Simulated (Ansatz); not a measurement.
Consider the isomerisation: `C[C](=O)[GeH3]` → `C[CH2][Ge][OH]`.

Program: Ansatz. Geometries: PBE0-D4/def2-TZVP. ΔE: electronic, gas phase. CBS: MP2 limit from def2 TZ/QZ plus the TZ coupled-cluster correction, frozen cores. DFT in def2-TZVPP. For Ge outer-core shells are correlated without core-valence functions, which leaves a few kJ/mol of doubt a bond. Scalar relativity is left out up to krypton. Each species was taken in one conformer, which may not be the lowest.

| level | ΔE (kcal/mol) |
| --- | --- |
| ωB97M-V | -25.2 |
| HF/CBS(def2) | -18.8 |

(1) What does CCSD(T)/CBS give? (An estimate is asked.)

Largest T1 diagnostic among the species: 0.014.

Answers

(1) The calculation gave: -25.7 kcal/mol. The listed levels differ from it by 0.5, 6.9 kcal/mol.

Leaving LDA and LC-ωPBE aside and taking each functional with its dispersion term where it has one, the values, not all of them listed here, spread over 5.9 kcal/mol, from ωB97M-V to B97M-V. In def2-TZVPP, CCSD(T) changes the Hartree–Fock value by −3.4 kcal/mol (the triples alone add +0.3 kcal/mol) and MP2 by −5.2 kcal/mol.

CCSD(T)/CBS has its own doubt, a few kJ/mol and more with outer-core shells, so smaller differences from it don't rank the levels.
